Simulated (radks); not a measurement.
Task: All-electron atom: Sr11+ in [Ar] 3d9. Method: non-relativistic Kohn-Sham, LB94 model potential, spin-polarised, spherical densities, point nucleus; open shells are filled with parallel spins first (spin-orbit coupling, left out, can overturn this in heavy ions); relativity is left out, which matters for an element this heavy; computed with a radial shooting solver on a logarithmic mesh with Libxc functionals. Some entries of the table are withheld. Estimate them.

orbital,occ.,eigenvalue (eV),<1/r> (bohr^-1),<r^2> (bohr^2)
1s down,1,-15955.03,37.53,0.002153
1s up,1,-15954.99,37.53,0.002153
2s down,1,-2349.941,8.394,0.03654
2s up,1,-2349.934,8.393,0.03657
2p down,3,-2167.280,8.397,0.02799
2p up,3,-2167.191,8.396,0.02800
3s up,1,-555.5933,2.864,0.2817
3s down,1,-553.9018,2.861,0.2821
3p up,3,-488.1349,2.780,0.2820
3p down,3,-486.4414,2.777,0.2826
3d up,5,-366.3212,2.610,(1)
3d down,4,-364.7370,2.609,(2)
4s up,0,-227.4419,1.251,1.377
4s down,0,-226.8884,1.249,1.381
4p up,0,-204.8856,1.194,(3)
4p down,0,-204.3665,1.192,(4)

Result: 
(1) 3d up <r^2> (bohr^2): 0.2679
(2) 3d down <r^2> (bohr^2): 0.2686
(3) 4p up <r^2> (bohr^2): 1.496
(4) 4p down <r^2> (bohr^2): 1.501
